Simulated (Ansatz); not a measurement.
Geometry optimisation, RHF/def2-SVP in Ansatz 0.2.0.

input.yaml

```yaml
crystal:
  periodic: [false, false, false]
  atoms:
    - { symbol: Zr, position_ang: [0.0, 0.0, 0.0] }
    - { symbol: O, position_ang: [0.0, 0.0, 2.07] }
    - { symbol: H, position_ang: [-0.9095, -0.2814, 2.4071] }
    - { symbol: Cl, position_ang: [2.3764, 0.0, -0.8392] }
    - { symbol: F, position_ang: [-0.9326, 1.6157, -0.6593] }
    - { symbol: Cl, position_ang: [-1.1869, -2.0563, -0.8392] }
basis:
  gaussian: { orbitals: def2-SVP }
hamiltonian:
  xc: hf
relax:
  f_tol: 0.02
  max_steps: 40
output:
  orbitals: {}
```

Run as:

```bash
$ ansatz run input.yaml --threads 1 --pin off --max-ram 2048MiB --backend cpu --events-out ev --progress --plain --runs-dir out
```

Where does it end, and by what steps?

It converged. After 7 steps the energy has fallen by 1.123 eV; H3 moved furthest, 0.60 Å.

```json
{"step": "0", "energy less start (eV)": "0.0000", "largest force component (eV/Å)": "3.019", "accepted": "yes"}
{"step": "1", "energy less start (eV)": "-0.7774", "largest force component (eV/Å)": "2.049", "accepted": "yes"}
{"step": "2", "energy less start (eV)": "-0.9526", "largest force component (eV/Å)": "0.494", "accepted": "yes"}
{"step": "3", "energy less start (eV)": "-1.0009", "largest force component (eV/Å)": "0.545", "accepted": "yes"}
{"step": "4", "energy less start (eV)": "-1.0203", "largest force component (eV/Å)": "2.138", "accepted": "yes"}
{"step": "5", "energy less start (eV)": "-1.1217", "largest force component (eV/Å)": "0.141", "accepted": "yes"}
{"step": "6", "energy less start (eV)": "-1.1232", "largest force component (eV/Å)": "0.112", "accepted": "yes"}
{"step": "7", "energy less start (eV)": "-1.1234", "largest force component (eV/Å)": "0.008", "accepted": "yes"}
```

```xyz
6
Properties=species:S:1:pos:R:3
Zr -0.089 -0.055 -0.060
O -0.324 -0.096 1.812
H -0.437 -0.126 2.747
Cl 2.233 -0.007 -0.577
F -0.905 1.517 -0.740
Cl -1.130 -1.956 -1.042
```

Run time: 25 s on 1 thread of Arm Neoverse V1, with other jobs on the host, peak memory 0.2 GiB.
